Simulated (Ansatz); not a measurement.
BFH₄N₂OSi (`N[Si]1(F)NB1O`). The species carries charge 0 and has multiplicity 1.

```xyz
10

N    -1.8740   -0.2988   -0.7721
Si   -0.2263    0.0869   -0.7388
F    -0.0331    0.8905   -2.1083
N     0.4706    0.8231    0.6589
B     1.1782   -0.3914    0.4509
O     2.1857   -1.0541    1.0583
H    -2.3012   -0.9192   -0.1078
H    -2.4409   -0.1311   -1.5852
H     0.4983    1.5917    1.3176
H     2.5428   -0.5975    1.8265
```

(1) What are the harmonic wavenumbers in cm⁻¹ at PBE0-D4/def2-TZVP (Ansatz, finite differences of forces, unscaled)? (An estimate is asked.)

(2) Is this a minimum?

(3) Give the ideal-gas thermochemistry at 298.15 K and 1 bar (rigid rotor, harmonic oscillator; point group C1, symmetry number 1).

(4) And at 400, 500, 600, 800 and 1000 K?

(5) Rotational constants (cm⁻¹)?

## Answers

(1) Computed: 102, 162, 240, 251, 290, 334, 384, 406, 513, 562, 667, 681, 786, 919, 922, 964, 1027, 1184, 1526, 1570, 3544, 3632, 3735, 3843.

(2) Yes, all 24 modes are real.

(3) Zero-point energy 168.9 kJ/mol; H(298) − E = 191.2 kJ/mol; entropy 351.2 J/(mol·K), of which translation 167.0, rotation 114.3, vibration 69.8; G(298) − E = 86.5 kJ/mol.

(4) 
```json
{"T (K)": "400", "H − E (kJ/mol)": "204.4", "S (J/mol/K)": "389.1", "G − E (kJ/mol)": "48.8"}
{"T (K)": "500", "H − E (kJ/mol)": "219.1", "S (J/mol/K)": "421.7", "G − E (kJ/mol)": "8.2"}
{"T (K)": "600", "H − E (kJ/mol)": "234.9", "S (J/mol/K)": "450.7", "G − E (kJ/mol)": "-35.5"}
{"T (K)": "800", "H − E (kJ/mol)": "269.3", "S (J/mol/K)": "500.0", "G − E (kJ/mol)": "-130.7"}
{"T (K)": "1000", "H − E (kJ/mol)": "306.0", "S (J/mol/K)": "540.9", "G − E (kJ/mol)": "-234.9"}
```

(5) 0.1903, 0.06109, 0.05474.
